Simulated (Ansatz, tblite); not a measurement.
Forces on SeS4⁺ at its PBE-D4/def2-SVP geometry. Charge 1, multiplicity 2.

The xTB rows come from tblite. Another isomer (doublet) lies 1.33 eV lower at PBE0-D4/def2-TZVP; other spin states weren't run for this one.

GFN1-xTB (tblite), largest force 2.22 eV/Å:

```xyz
5
positions Å, forces eV/Å
S     0.725    0.186    0.905   -1.231   -0.258   -1.835
S    -1.313    1.215   -0.043    1.234   -1.677    0.374
S     0.141   -1.675   -0.614   -0.498    1.765    1.055
S     2.322    1.079    0.450   -0.502   -0.283    0.155
Se   -1.874   -0.805   -0.697    0.998    0.453    0.251
```

GFN2-xTB (tblite), largest force 0.87 eV/Å:

```
S 0.309 0.250 -0.481
S 0.279 -0.829 -0.018
S -0.478 0.677 0.279
S -0.642 -0.351 0.143
Se 0.532 0.252 0.077
```

PBE-D4/def2-TZVP (Ansatz), largest force 0.68 eV/Å:

```
S -0.089 0.087 -0.673
S 0.355 -0.474 0.119
S -0.136 0.500 0.311
S -0.510 -0.282 0.130
Se 0.380 0.169 0.112
```
